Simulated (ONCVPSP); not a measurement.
# Before and after: ONCV potential for Tb (Z = 65)

* Element: terbium
* Generator: ONCVPSP 4.0.1
* Type: optimised norm-conserving Vanderbilt (ONCV)
* Functional: PBE
* Relativity: fully relativistic
* Frozen core: [Xe] 4f8
* Valence charge: 3
* Reference configuration: 5d2 6s1
* Partial waves: 6s: rc 3.20 bohr, ncon 4, nbas 8, qcut 1.8 1/bohr, 3 projectors, debl 0.9 Ha; p scattering state at 0.4 Ha: rc 3.25 bohr, ncon 4, nbas 8, qcut 2.5 1/bohr, 3 projectors, debl 1 Ha; 5d: rc 3.10 bohr, ncon 5, nbas 9, qcut 5.9 1/bohr, 2 projectors, debl 0.8 Ha
* Local potential: polynomial inside 2.75 bohr (lpopt 5, dvloc0 0 Ha)
* Core correction: Teter function, fcfact 4, rcfact 1.35

Open shells are filled in proportion to 2j + 1.

In the p channel the program set the typed energies aside and used 0.050, 1.050, 2.050 Ha (j = l + 1/2; the other j can differ).

Change: all radii but the core radius scaled by about 1.31 (s 4.20, p 4.26, d 4.08 bohr); local potential polynomial inside 3.62 bohr (lpopt 5, dvloc0 0 Ha).

Cutoffs: the cutoffs (Ha) at which the residual kinetic energy of the hardest occupied pseudo-wave falls to 1 and 0.1 mHa per electron; they do not see the model core or the augmentation charge, which bear on the density cutoff. Errors are all-electron minus pseudo energies relative to the spin-unpolarised reference configuration.

Question: Predict the effect on cutoff, ghosts and configuration errors.

Answer: The potential gets softer (8.5 Ha and 12 Ha → 7.3 Ha and 9.1 Ha); the bound ghost in p disappears; of the 3 tests that both files solve, the error grows in 2 and shrinks in 1 by more than 15 % and 0.3 meV (median size 10.5 → 13.4 meV). A larger radius leaves more room for a smooth pseudo-wave, so fewer plane waves are needed.

```tsv
quantity	base	changed
cutoff, loose	8.5 Ha	7.3 Ha
cutoff, tight	12 Ha	9.1 Ha
loose cutoff by channel	s 1.9 Ha, d 8.5 Ha	s 1.4 Ha, d 7.3 Ha
bound ghosts	p3/2, p1/2	none
GHOST(+) flags under 300 eV	s at 53.2 eV	s at 69.4 eV, p3/2 at 76.6 eV
tests counted as reliable (solved cleanly; for ONCVPSP, near-neutral configurations with less than one 5d electron left out)	3 of 4	3 of 4
error for 5d1 6s2, meV [ΔE -1.94 eV]	-11	+18
error for 5d1 6s1, meV [ΔE 4.81 eV]	-32	-13
error for 5d2 6s0, meV [ΔE 6.11 eV]	-5.0	-9.1
rms error of d²Exc/dni dnj with the model core, mHa	5.42	5.47
```

Base: The cutoffs count occupied waves only; projector 3 of the p channel, the hardest unoccupied one, needs 30 Ha at the loose tolerance. A true bound ghost makes a file unfit for plane-wave use even where its test errors are small: the radial tests pick states by their node count and pass the ghost by.
